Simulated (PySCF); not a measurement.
## Calculated data, AlBH₂NO, CH₇NSi₂, FH₃Si₂, BF₂H₂Si

Computed with PySCF 2.14.0. Calculation on a computer-drawn molecule: optimised geometry and harmonic frequencies of an isolated molecule of the commonest isotopes, restricted reference for singlets and unrestricted otherwise, frozen core in MP2.

Common to all runs: basis cc-pV(D+d)Z.

(1) AlBH₂NO

Start structure:
```xyz
6
AlBH2NO
O     -2.0541     1.9420    -0.1276
B     -1.5822     0.7593    -0.2035
N     -1.0773    -0.4031    -0.3418
Al    -0.2090    -1.9346    -0.3746
H     -2.6678     2.6522    -0.1944
H      0.5141    -3.2531    -0.4681
```

| Quantity | Value |
| --- | --- |
| charge | 1 |
| multiplicity | 1 |
| method | HF |
| rotational constants | 830, 2.331, 2.324 GHz |
| total energy | -396.9417 hartree |
| convergence status largest gradient component | 4.017e-05 hartree/bohr |

Drawn bonds:
| atom | other atom | order |
| --- | --- | --- |
| 1 | 2 | 1 |
| 2 | 3 | 1 |
| 3 | 4 | 2 |
| 1 | 5 | 1 |
| 4 | 6 | 1 |

Optimised structure:
```xyz
6
AlBH2NO
O     -1.9566     2.0150     0.0304
B     -1.4997     0.8269    -0.1465
N     -0.9960    -0.3464    -0.2841
Al    -0.2704    -1.8401    -0.3988
H     -2.7444     2.3299    -0.3980
H      0.3909    -3.2226    -0.5129
```

Modes:
| frequency (cm⁻¹) | reduced mass (dalton) |
| --- | --- |
| 115.1 | 5.46 |
| 115.6 | 3.49 |
| 459.9 | 1.31 |
| 462.8 | 1.185 |
| 484.4 | 2.822 |
| 534.1 | 10.16 |
| 669.1 | 11.13 |
| 912.8 | 1.389 |
| 1335 | 11.16 |
| 2081 | 10.69 |
| 2184 | 1.054 |
| 4105 | 1.068 |

(2) CH₇NSi₂

Start structure:
```xyz
11
CH7NSi2
N      0.2436     2.2727     1.2561
C      0.9893     1.8258     0.1683
Si     1.3035     0.1063    -0.1798
Si     0.4685    -1.7056     0.9299
H     -0.4164     1.5023     1.5942
H     -0.3660     3.0441     1.0014
H      1.3860     2.6296    -0.4228
H      2.3003    -0.1406    -1.2350
H      1.1491    -2.0907     2.1281
H     -0.8926    -1.4945     1.3180
H      0.4258    -2.9861     0.0380
```

| Property | Result |
| --- | --- |
| charge | 0 |
| multiplicity | 1 |
| method | HF |
| rotational constants | 6.712, 2.497, 1.907 GHz |
| total energy | -674.2006 hartree |
| convergence status largest gradient component | 1.108e-05 hartree/bohr |

Drawn bonds:
| atom | other atom | order |
| --- | --- | --- |
| 1 | 2 | 1 |
| 2 | 3 | 2 |
| 3 | 4 | 1 |
| 1 | 5 | 1 |
| 1 | 6 | 1 |
| 2 | 7 | 1 |
| 3 | 8 | 1 |
| 4 | 9 | 1 |
| 4 | 10 | 1 |
| 4 | 11 | 1 |

Optimised structure:
```xyz
11
CH7NSi2
N     -0.0415     2.0505     1.0086
C      0.9083     1.6330     0.1918
Si     1.0904     0.0364    -0.7087
Si     0.4854    -1.6243     0.8600
H     -0.7255     1.4145     1.3658
H     -0.1615     3.0159     1.2332
H      1.5711     2.4400    -0.1179
H      2.5687    -0.0044    -0.9148
H      1.5087    -1.9492     1.8886
H     -0.7270    -1.1500     1.5933
H      0.1140    -2.8992     0.1965
```

Modes:
| frequency (cm⁻¹) | reduced mass (dalton) |
| --- | --- |
| 97.76 | 1.235 |
| 103.9 | 2.64 |
| 186.1 | 1.907 |
| 342.7 | 2.413 |
| 389.2 | 2.985 |
| 476.5 | 1.47 |
| 484.6 | 1.176 |
| 556.1 | 1.347 |
| 602 | 1.445 |
| 633.1 | 1.426 |
| 694.2 | 2.072 |
| 841.1 | 1.222 |
| 993.9 | 1.102 |
| 1019 | 1.037 |
| 1041 | 1.034 |
| 1076 | 1.163 |
| 1186 | 1.132 |
| 1425 | 2.301 |
| 1552 | 1.795 |
| 1798 | 1.228 |
| 2233 | 1.043 |
| 2237 | 1.04 |
| 2273 | 1.045 |
| 2292 | 1.033 |
| 3296 | 1.088 |
| 3789 | 1.046 |
| 3920 | 1.105 |

(3) FH₃Si₂

Start structure:
```xyz
6
FH3Si2
F     -2.5852     0.7629     1.7591
Si    -2.7709     2.3718     1.5013
Si    -1.7716     2.3372    -0.5832
H     -2.4009     2.9386     2.8089
H     -4.1896     2.5662     1.3130
H     -0.6720     3.3551    -0.4953
```

| Item | Value |
| --- | --- |
| charge | 0 |
| multiplicity | 1 |
| method | HF |
| rotational constants | 18.74, 3.388, 2.968 GHz |
| total energy | -679.0466 hartree |
| convergence status largest gradient component | 1.205e-05 hartree/bohr |

Drawn bonds:
| atom | other atom | order |
| --- | --- | --- |
| 1 | 2 | 1 |
| 2 | 3 | 1 |
| 2 | 4 | 1 |
| 2 | 5 | 1 |
| 3 | 6 | 1 |

Optimised structure:
```xyz
6
FH3Si2
F     -3.0035     0.6490     1.9796
Si    -2.7035     2.1622     1.4661
Si    -1.2428     2.1750    -0.4354
H     -2.1027     2.8872     2.6090
H     -4.0148     2.7674     1.1391
H     -1.3230     3.6910    -0.4546
```

Modes:
| frequency (cm⁻¹) | reduced mass (dalton) |
| --- | --- |
| 182.2 | 8.751 |
| 206.8 | 1.075 |
| 371.5 | 1.256 |
| 394.5 | 5.028 |
| 692 | 1.225 |
| 809 | 1.099 |
| 864.7 | 6.359 |
| 952.7 | 1.252 |
| 1007 | 1.073 |
| 2137 | 1.041 |
| 2305 | 1.029 |
| 2308 | 1.052 |

(4) BF₂H₂Si

Start structure:
```xyz
6
BF2H2Si
B     -2.9705    -3.7195     1.6124
Si    -1.9280    -2.2338     2.1362
F     -1.9143    -0.7794     1.4897
F     -0.8683    -2.1592     3.3215
H     -3.7143    -3.5746     0.6905
H     -2.8364    -4.7328     2.2281
```

| Item | Value |
| --- | --- |
| charge | 0 |
| multiplicity | 2 |
| method | MP2 |
| rotational constants | 7.812, 5.878, 3.354 GHz |
| total energy | -514.2586 hartree |
| spin squared | 0.7611 |
| convergence status largest gradient component | 2.97e-05 hartree/bohr |

Drawn bonds:
| atom | other atom | order |
| --- | --- | --- |
| 1 | 2 | 1 |
| 2 | 3 | 1 |
| 2 | 4 | 1 |
| 1 | 5 | 1 |
| 1 | 6 | 1 |

Optimised structure:
```xyz
6
BF2H2Si
B     -2.9731    -3.7233     1.6112
Si    -1.9299    -2.2369     2.1353
F     -1.9222    -0.7665     1.4748
F     -0.8582    -2.1685     3.3375
H     -3.7178    -3.5658     0.6824
H     -2.8306    -4.7383     2.2372
```

Modes:
| frequency (cm⁻¹) | reduced mass (dalton) |
| --- | --- |
| 194.7 | 2.978 |
| 246.4 | 14.84 |
| 325.3 | 15.08 |
| 344.7 | 1.043 |
| 655 | 1.411 |
| 672.5 | 6.116 |
| 716 | 1.237 |
| 951.7 | 19.06 |
| 953.8 | 7.658 |
| 1135 | 1.214 |
| 2655 | 1.046 |
| 2775 | 1.135 |
